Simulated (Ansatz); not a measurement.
Atom: As, net charge 0, quartet state.

Wanted: electron affinity to the triplet, in eV. Conventions: open shells spin-unrestricted; spin-orbit terms left out; non-relativistic; LANL2DZ with its own core potentials from Na on; each state is the SCF solution reached for its charge and spin; 6-31G* and kin with 6d, 5d where marked. Anions need diffuse functions, which STO-3G, LANL2DZ, def2-SVP, cc-pVDZ and Pople sets without + lack.

Measured values: pymatgen's periodic table; they hold spin-orbit and core effects. 

Value to compare with, the measured value: 0.80 eV.

```json
[
 {"level": "B3LYP/STO-3G", "program": "Ansatz", "electron affinity to the triplet (eV)": "-5.53", "error": "-6.33"},
 {"level": "B3LYP/3-21G", "program": "Ansatz", "electron affinity to the triplet (eV)": "-0.10", "error": "-0.90"},
 {"level": "B3LYP/LANL2DZ", "program": "Ansatz", "electron affinity to the triplet (eV)": "0.17", "error": "-0.63"},
 {"level": "B3LYP/6-31G*", "program": "Ansatz", "electron affinity to the triplet (eV)": "0.49", "error": "-0.31"},
 {"level": "B3LYP/def2-TZVPD", "program": "Ansatz", "electron affinity to the triplet (eV)": "0.45", "error": "-0.35"}
]
```

Among the 4 habitual levels, B3LYP/STO-3G lies farthest from the measured value (-6.33 eV); 0 of 4 lie above it, and their mean absolute error is 2.04 eV, the median 0.77. One case shows no general order.

The sets are all those run for this method; runs whose electronic state is in doubt are left out.

Ansatz is a program for electronic structure.
